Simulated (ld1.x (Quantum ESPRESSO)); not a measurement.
## bismuth: excitation energies, all-electron against TM semilocal

bismuth (Bi), norm-conserving Troullier–Martins (semilocal form), made with ld1.x (Quantum ESPRESSO) 7.5 (PBE, scalar-relativistic). Core [Xe] 4f14, reference 5d10 6s2 6p3. Waves: 6s (bound): rc 1.65 bohr; 5d (bound): rc 1.45 bohr; 6p (bound): rc 2.35 bohr. Local part: the p channel. Core correction: none.

Energies are relative to the spin-unpolarised reference configuration 5d10 6s2 6p3; without spin polarisation the order of configurations can differ from experiment.

(1) Give the all-electron excitation energy and the error of the potential for: 5d10 6s2 6p2; 5d10 6s2 6p1; 5d10 6s2 6p0; 5d10 6s2 6p3.3; 5d10 6s0 6p5; 5d10 6s1 6p4; 5d9 6s2 6p3.

Results:

(1)

| valence configuration | charge | ΔE all-electron (eV) | error AE − PS (meV) |
| --- | --- | --- | --- |
| 5d10 6s2 6p2 | +1 | 7.913 | -2.7 |
| 5d10 6s2 6p1 | +2 | 23.160 | -6.4 |
| 5d10 6s2 6p0 | +3 | 46.502 | -11 |
| 5d10 6s2 6p3.3 | -0.3 | -1.094 | +0.6 |
| 5d10 6s0 6p5 | 0 | 20.501 | -11 |
| 5d10 6s1 6p4 | 0 | 10.082 | -3.8 |
| 5d9 6s2 6p3 | +1 | 33.322 | -79 |
